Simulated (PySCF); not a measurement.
## UHF on Xe⁺ (xenon, charge +1)

Configuration: [Kr] 4d10 5s2 5p4 6s1, high-spin 4P determinant (an excited configuration). Computed with PySCF 2.14 in aug-cc-pVTZ-DK3, with the spin-free X2C one-electron Hamiltonian (Gaussian nucleus).

```json
{
  "Total energy": "-7442.331329 hartree",
  "One-electron energy": "-10167.2805 hartree",
  "Hartree (Coulomb) energy": "2910.5507 hartree",
  "Exchange energy": "-185.6016 hartree",
  "⟨S²⟩": "3.7589",
  "⟨L²⟩": "2.264",
  "Sum of ⟨r⟩": "37.57 bohr",
  "Sum of ⟨r²⟩": "66.76 bohr²",
  "Traceless quadrupole moment −½Σ⟨3z² − r²⟩ along its main axis": "0.728 e·bohr²",
  "Langevin diamagnetic susceptibility": "-52.9 ×10⁻⁶ cm³/mol"
}
```

```tsv
shell	electrons	mean orbital energy (eV)	spread (eV)	rms radius, mean of both spins (bohr)
1s α	1	-34735.2	0	0.0305
1s β	1	-34735.0	0	0.0305
2s α	1	-5520.7	0	0.124
2s β	1	-5520.6	0	0.124
2p α	3	-4952.5	0.135	0.111
2p β	3	-4952.3	0.044	0.111
3s α	1	-1184.9	0	0.326
3s β	1	-1184.6	0	0.326
3p α	3	-996.37	0.359	0.326
3p β	3	-996.08	0.050	0.326
3d α	5	-715.23	0.311	0.304
3d β	5	-715.11	0.218	0.304
4s α	1	-244.48	0	0.761
4s β	1	-243.87	0	0.761
4p α	3	-181.96	0.788	0.815
4p β	3	-181.33	0.072	0.815
4d α	5	-87.542	0.845	0.942
4d β	5	-87.102	0.499	0.942
5s α	1	-42.609	0	1.93
5s β	1	-36.748	0	1.93
5p α	3	-26.200	1.732	2.26
5p β	1	-23.823	0	2.26
6s α	1	-8.907	0	4.79
```

The outer electron is Rydberg-like, and this basis confines it to a smaller radius and binds it less than a complete one would.

Densities and radii are taken from the X2C orbitals without a picture-change correction, which distorts them close to the nucleus.

Spin-orbit constants ζ (cm⁻¹) from the X2C one-electron operator on these orbitals: bare nucleus, nucleus screened by l(l+1)(2l+1)/3 electrons, and screened by the Breit-Pauli mean field of the electrons.

```csv
shell,bare,screened nucleus,mean field
2p,1726000,1662000,n/a
3p,332200,319900,n/a
3d,50690,41300,n/a
4p,63520,61170,n/a
4d,7486,6100,n/a
5p,7383,7110,n/a
```

To first order the Landé constant is A = -2370 cm⁻¹, so the lowest level has J = 5/2 and lies 0.441 eV below the centre of the term. This holds in LS coupling only.
